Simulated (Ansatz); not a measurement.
Spectroscopic constants of LiMg, multiplicity 2 (lowest of 2S+1 = 2, 4 at CCSD(T)/def2-TZVPP on PBE0 minima; our sources give no spin for the ground state, which may be another).

D_e counts from the fitted minimum to each atom's lowest state at the same level, without counterpoise.

Correlated levels freeze the inner cores; with def2 sets outer-core shells near the valence are correlated too.

The values were computed with Ansatz (an electronic-structure program). Each number belongs to the level named beside it.

PBE/def2-TZVPP gives 28.5 kJ/mol for the bond energy D_e.

### Question
How do the other levels lie against it? Give each less PBE: r2SCAN/def2-TZVPP, PBE0/def2-TZVPP, wB97M-V/def2-TZVPP, B2PLYP/def2-TZVPP, CCSD(T)/def2-QZVPP.

### Answer
r2SCAN/def2-TZVPP 3.7; PBE0/def2-TZVPP -2.9; wB97M-V/def2-TZVPP -16.0; B2PLYP/def2-TZVPP -15.7; CCSD(T)/def2-QZVPP -10.8 kJ/mol. 1 of 5 lie above PBE; the widest gap is to wB97M-V/def2-TZVPP.
